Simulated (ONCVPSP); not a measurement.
**Before and after: ONCV potential for sulfur**

```json
{"Element": "S (Z = 16)", "Generator": "ONCVPSP 4.0.1", "Type": "optimised norm-conserving Vanderbilt (ONCV)", "Functional": "PBE", "Relativity": "scalar-relativistic", "Frozen core": "[Ne]", "Valence charge": "6", "Reference configuration": "3s2 3p4", "Partial waves": "3s: rc 1.20 bohr, ncon 4, nbas 7, qcut 5.9 1/bohr, 2 projectors, debl 1.8 Ha; 3p: rc 1.50 bohr, ncon 4, nbas 8, qcut 6 1/bohr, 2 projectors, debl 1.7 Ha; d scattering state at 0.15 Ha: rc 1.15 bohr, ncon 4, nbas 7, qcut 8.4 1/bohr, 2 projectors, debl 3.5 Ha", "Local potential": "polynomial inside 1.05 bohr (lpopt 5, dvloc0 0 Ha)", "Core correction": "none"}
```

All-electron outer shells of the reference configuration (PBE, scalar-relativistic, ld1.x):

```tsv
shell	level (eV)	outermost node (bohr)	outermost maximum (bohr)
2s	-211.71	0.13	0.39
2p	-156.51	–	0.33
3s	-17.26	0.60	1.40
3p	-7.01	0.58	1.61
```

Change: s: rc 1.62.

Cutoffs: the cutoffs (Ha) at which the residual kinetic energy of the hardest occupied pseudo-wave falls to 1 and 0.1 mHa per electron; they do not see the model core or the augmentation charge, which bear on the density cutoff. Errors are all-electron minus pseudo energies relative to the spin-unpolarised reference configuration.

Question: How do hardness, ghosts and transferability respond?

Answer: The potential gets softer (14 Ha and 79 Ha → 13 Ha and 16 Ha); the bound ghost in s disappears; of the 4 tests that both files solve, the error grows in 1 and shrinks in 0 by more than 15 % and 0.3 meV (median size 2.4 → 2.8 meV). A larger radius leaves more room for a smooth pseudo-wave, so fewer plane waves are needed.

```csv
quantity,base,changed
"cutoff, loose",14 Ha,13 Ha
"cutoff, tight",79 Ha,16 Ha
loose cutoff by channel,"s 14 Ha, p 8.3 Ha","s 13 Ha, p 8.3 Ha"
bound ghosts,s,none
GHOST(+) flags under 300 eV,none,s at 142.7 eV
"error for 3s2 3p3, meV [ΔE 11.77 eV]",-0.5,-0.4
"error for 3s2 3p2, meV [ΔE 34.05 eV]",+4.2,+4.6
"error for 3s2 3p1, meV [ΔE 68.09 eV]",+31,+33
"error for 3s1 3p4, meV [ΔE 22.65 eV]",-0.6,+1.1
p: phases at 1.52 bohr within 0.05 rad from the reference energy up to (Ha; the scan ends near 5),4.9,4.9
d: phases at 1.17 bohr within 0.05 rad from the reference energy up to (Ha; the scan ends near 5),to the end of the scan,to the end of the scan
```

Base: The cutoffs count occupied waves only; projector 2 of the d channel, the hardest unoccupied one, needs 44 Ha at the loose tolerance. Changed file: The cutoffs count occupied waves only; projector 2 of the d channel, the hardest unoccupied one, needs 44 Ha at the loose tolerance. A true bound ghost makes a file unfit for plane-wave use even where its test errors are small: the radial tests pick states by their node count and pass the ghost by.
